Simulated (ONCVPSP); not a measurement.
## Before and after: ONCV potential for Au

ONCVPSP 4.0.1 input, shortened (lines: element, Z, core and valence counts, functional; n l f; lmax; l rc ep ncon nbas qcut; lloc lpopt rc5 dvloc0; l nproj debl; icmod fcfact rcfact), LDA (Perdew-Wang 92), scalar-relativistic:

```
  Au 79.00   10    3  -001012      upf
    1    0    2.00
    2    0    2.00
    2    1    6.00
    3    0    2.00
    3    1    6.00
    3    2   10.00
    4    0    2.00
    4    1    6.00
    4    2   10.00
    4    3   14.00
    5    0    2.00
    5    1    6.00
    5    2   10.00
    2
    0    1.45    0.00    3    6   11.00
    1    1.45    0.00    3    7   10.20
    2    1.70    0.00    3    8    7.30
    4    3    1.40    2.00
    0    2    3.10
    1    2    3.20
    2    2    1.90
    3    4.75    1.30
```

In the s channel the program set the typed energies aside and used -4.312, 0.250 Ha.

All-electron outer shells of the reference configuration (LDA (PZ), scalar-relativistic, ld1.x):

```csv
shell,level (eV),outermost node (bohr),outermost maximum (bohr)
4f,-90.12,–,0.37
5p,-68.67,0.52,0.96
5d,-15.62,0.56,1.21
```

Change: s: qcut 14.4; p: qcut 13.4; d: qcut 9.6.

Cutoffs: the cutoffs (Ha) at which the residual kinetic energy of the hardest occupied pseudo-wave falls to 1 and 0.1 mHa per electron; they do not see the model core or the augmentation charge, which bear on the density cutoff. Errors are all-electron minus pseudo energies relative to the spin-unpolarised reference configuration.

Question: How do hardness, ghosts and transferability respond?

Answer: The potential gets harder (34 Ha and 41 Ha → 48 Ha and 57 Ha); a bound ghost appears in s, which as a rule spoils a file; the number of tests with a reliable result goes from 4 to 2.

| quantity | base | changed |
| --- | --- | --- |
| cutoff, loose | 34 Ha | 48 Ha |
| cutoff, tight | 41 Ha | 57 Ha |
| loose cutoff by channel | s 34 Ha, p 34 Ha, d 20 Ha | s 36 Ha, p 48 Ha, d 22 Ha |
| bound ghosts | none | s |
| GHOST(+) flags under 300 eV | none | none |
| tests with a reliable result | 4 of 4 | 2 of 4 |
| error for 5s2 5p6 5d9, meV [ΔE 21.50 eV] | -3.5 | -3.8 |
| error for 5s2 5p6 5d8, meV [ΔE 55.67 eV] | -12 | -15 |
| s: phases at 1.47 bohr within 0.05 rad from the reference energy up to (Ha; the scan ends near 5) | to the end of the scan | to the end of the scan |
| p: phases at 1.47 bohr within 0.05 rad from the reference energy up to (Ha; the scan ends near 5) | to the end of the scan | to the end of the scan |
| d: phases at 1.72 bohr within 0.05 rad from the reference energy up to (Ha; the scan ends near 5) | to the end of the scan | to the end of the scan |
| rms error of d²Exc/dni dnj with the model core, mHa | 1.85 | 2.11 |

 A true bound ghost makes a file unfit for plane-wave use even where its test errors are small: the radial tests pick states by their node count and pass the ghost by.
